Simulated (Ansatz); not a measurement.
Gas-phase electronic energies from Ansatz, PBE0-D4/def2-TZVP geometries. CCSD(T)/CBS is the MP2 limit (def2-TZVPP, def2-QZVPP) plus CCSD(T) − MP2 in def2-TZVPP, frozen cores. DFT in def2-TZVPP. HSE06 is defined as in plane-wave codes. For Ge outer-core shells are correlated without core-valence functions, which leaves a few kJ/mol of doubt a bond. Scalar relativity is left out up to krypton.

Reaction (redistribution): `BN1B[SiH2]1` + `C[CH2][GeH3]` → `B[CH2][GeH3]` + `CN1B[SiH2]1`

`BN1B[SiH2]1`:

```xyz
9

B    -0.313   -1.051    1.192
N    -0.098   -0.043    0.211
B    -0.410    1.315    0.035
Si    0.585    0.437   -1.362
H     0.109   -2.157    1.013
H    -0.918   -0.767    2.186
H    -0.992    2.125    0.680
H     2.065    0.383   -1.428
H    -0.029   -0.243   -2.528
```

`C[CH2][GeH3]`:

Z-matrix (Å, degrees):
```
C
C 1 1.522
H 1 1.094 2 111.5
H 1 1.093 2 111.5 3 -120.0
H 1 1.093 2 111.5 3 120.0
Ge 2 1.960 1 113.0 3 180.0
H 2 1.093 1 110.8 3 -59.1
H 2 1.093 1 110.8 3 59.0
H 6 1.541 2 110.0 1 -59.6
H 6 1.541 2 110.0 1 59.6
H 6 1.540 2 111.1 1 -180.0
```

`B[CH2][GeH3]`:

```xyz
10

B    -0.170    1.495   -0.234
C    -0.125    0.116   -0.887
Ge    0.188   -1.086    0.672
H    -1.196    1.926    0.210
H     0.836    2.127   -0.075
H     0.718   -0.085   -1.550
H    -1.059   -0.253   -1.316
H    -0.994   -1.020    1.651
H     1.483   -0.705    1.407
H     0.318   -2.515    0.121
```

`CN1B[SiH2]1`:

```xyz
10

C     0.862    1.047   -0.521
N     0.138   -0.039    0.082
B     0.349   -1.060    0.977
Si   -1.400   -0.887    0.196
H     0.391    2.003   -0.278
H     0.867    0.945   -1.610
H     1.895    1.063   -0.165
H     1.267   -1.449    1.626
H    -2.518   -0.083    0.757
H    -1.849   -1.540   -1.063
```

Problem. Is it downhill or uphill in electronic energy at CCSD(T)/CBS, and by how much? (An estimate is asked.)

Solution. Computed: Uphill: ΔE = +18.5 kcal/mol.

Problem. What do these levels give: LDA (SPW92), BLYP-D4, r2SCAN, HSE06, HF/def2-SVP, CCSD(T)/def2-SVP? (Estimate.)

Solution. Ansatz gave: LDA (SPW92) 15.2, BLYP-D4 17.5, r2SCAN 17.2, HSE06 17.0, HF/def2-SVP 22.3, CCSD(T)/def2-SVP 19.1 kcal/mol.

Largest T1 diagnostic among the species: 0.014.

From r2SCAN to r2SCAN0 (25 % exact exchange), in def2-TZVPP and without D4, ΔE moves by +0.7 kcal/mol. In def2-TZVPP, CCSD(T) changes the Hartree–Fock value by −3.8 kcal/mol (the triples alone add −0.6 kcal/mol) and MP2 by −3.6 kcal/mol. Leaving LDA and LC-ωPBE aside and taking each functional with its dispersion term where it has one, the values, not all of them listed here, spread over 3.8 kcal/mol, from PBE-D4 to BHLYP-D4. LDA lies −0.7 kcal/mol from PBE without D4.
